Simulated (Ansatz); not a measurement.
`[SiH3]N[AsH2]` + `O[SiH3]` → `[SiH3]O[AsH2]` + `N[SiH3]` at 600 K and 1 bar (ligand exchange at the As–N bond).

Calculated with Ansatz (gas phase, PBE0-D4/def2-TZVP geometries, no zero-point term in ΔE). CCSD(T)/CBS adds triple-zeta CCSD(T) − MP2 to the extrapolated MP2 energy (def2 sets, frozen cores). This one scheme is used for every species. For As outer-core shells are correlated without core-valence functions, which leaves a few kJ/mol of doubt a bond. Scalar relativity is left out up to krypton.

```csv
species,CCSD(T)/CBS energy (Eh),H − E (kJ/mol),S (J/(mol·K))
`[SiH3]N[AsH2]`,-2582.40077,202.6,410.9
`O[SiH3]`,-366.69042,135.7,307.9
`[SiH3]O[AsH2]`,-2602.28728,168.1,410.7
`N[SiH3]`,-346.80422,170.6,320.8
```

H − E and S are ideal-gas, rigid-rotor, harmonic terms from PBE0-D4/def2-TZVP, for one conformer and one mirror image of each species. 1 Eh = 2625.50 kJ/mol, R = 8.31446 J/(mol·K).

Q: By hand: ΔE, ΔH, ΔS and ΔG.

A: ΔE = (-2602.28728) + (-346.80422) − (-2582.40077) − (-366.69042) = -0.00031 Eh = -0.8 kJ/mol. Δ(H − E) = 168.1 + 170.6 − 202.6 − 135.7 = 0.4, so ΔH = -0.4 kJ/mol. ΔS = 410.7 + 320.8 − 410.9 − 307.9 = 12.7 J/(mol·K). ΔG = -0.4 − 600 × (12.7)/1000 = -8.0 kJ/mol.

Q: By hand: the equilibrium constant, and the temperature at which ΔG would vanish if ΔH and ΔS stayed fixed.

A: log₁₀ K = −ΔG/(RT ln 10) = 0.7. ΔH and −TΔS have one sign here, so there is no such temperature.

TΔS isn't small against ΔH here. A doubt of 5 kJ/mol in ΔE shifts log₁₀ K by 0.4 here. Other conformers and mirror images would add mixing entropy, several J/(mol·K) or more a flexible species. Modes under 60 cm⁻¹, often nearly free rotors, make the harmonic entropy too high. These are equilibria of isolated gas molecules and say nothing of rates. Largest T1 diagnostic: 0.012 (customary marks: 0.02 for closed shells, 0.045 for open ones).

ΔS is within the doubt of such terms, so its sign, and with it that verdict, could turn.
